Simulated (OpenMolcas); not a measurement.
# Lines of Rh⁺: computed and rescaled rates

```json
{
 "Program": "OpenMolcas 26.06",
 "Method": "SS-CASPT2, IPEA 0.25 Eh, imaginary shift 0.1 Eh (closed shells correlated: 4s 4p)",
 "Basis": "ANO-R3 [8s6p5d3f2g1h]",
 "Scalar Hamiltonian": "X2C, finite nucleus",
 "Active space": "8 electrons in 5 orbitals (4d)",
 "State averaging": "2S+1 = 3 even, 10 roots; 2S+1 = 1 even, 15 roots",
 "Spin-orbit coupling": "state interaction with AMFI integrals over the reference wave functions, term energies averaged over their components"
}
```

Rates come from the transition moments of the reference wave functions (E1 and E2 in the length form). At fixed line strength A goes as λ^-3 for E1 and M1 and as λ^-5 for E2, so a rate at the computed wavelength can be rescaled to the measured one. Measured vacuum wavelengths follow from level energies in NIST Handbook of Basic Atomic Spectroscopic Data. Branching counts decays inside the model space alone, at computed energies, and the table is only a selection of the E2 and M1 lines, drawn from those between levels with measured partners whose computed energy lies within a factor of 1.5 of the measured one.

```csv
Upper,Lower,Type,λ computed (nm),λ measured (nm),A computed (s-1),A rescaled (s-1),Branching %
4d8 1G4,4d8 3F4,M1,673.8,673.2,6.72e-01,,73.5
4d8 3F3,4d8 3F4,M1,4165,4164,3.60e-01,3.60e-01,100.0
4d8 1G4,4d8 3F3,M1,803.9,802.9,2.39e-01,,26.1
4d8 3P1,4d8 3F2,M1,1252,1442,6.91e-02,,20.2
4d8 3F2,4d8 3F3,M1,8814,8479,4.72e-02,5.30e-02,100.0
4d8 3P0,4d8 3F2,E2,1217,1393,1.75e-02,8.91e-03,96.3
4d8 3P1,4d8 3F3,E2,1096,1232,1.71e-02,9.53e-03,5.0
4d8 3P1,4d8 3F2,E2,1252,1442,3.08e-03,1.52e-03,0.9
4d8 3P0,4d8 3P1,M1,43520,40680,6.48e-04,7.93e-04,3.6
```

Spin-changing lines and M1 lines between different terms are not rescaled, since their strength hangs on the term gaps too.

The largest correction is for 4d8 3P1 → 4d8 3F2 (E2): 3.08e-03 × (1252 / 1442)^5 = 1.52e-03 s-1, a factor of 0.49.

The computed rate and branching of 4d8 3F3 → 4d8 3F4 give the upper level a radiative lifetime of 1.000 / 3.60e-01 s-1 = 2.78e+00 s, counting decays inside the model space alone. The rescaled rate gives about 2.8e+00 s.

These are rates of the free ion; in crystals, glasses and complexes forced electric-dipole and non-radiative decay shorten such lifetimes by orders of magnitude. No measured rate stands beside these. Rescaling mends the energy factor alone: line strengths can still be far off where a level mixes with configurations outside the active space, and weak or spin-changing lines hang on small mixing coefficients that depend on the term gaps too, so rescaling need not improve them.

CASPT2 breaks the degeneracy within a term, and the mean is taken; among the terms shown or strongly mixed into the levels shown the widest spread is 460 cm-1 (4d8 3F). Configurations with an s electron lie low at this charge and mix in, so terms can be misplaced. Measured partners are found by configuration, term and J. A level has none where our copy of the source lacks it or the pairing is in doubt (some pairs that miss far off the trend of their configuration count as doubtful). Only configurations of the active space appear.
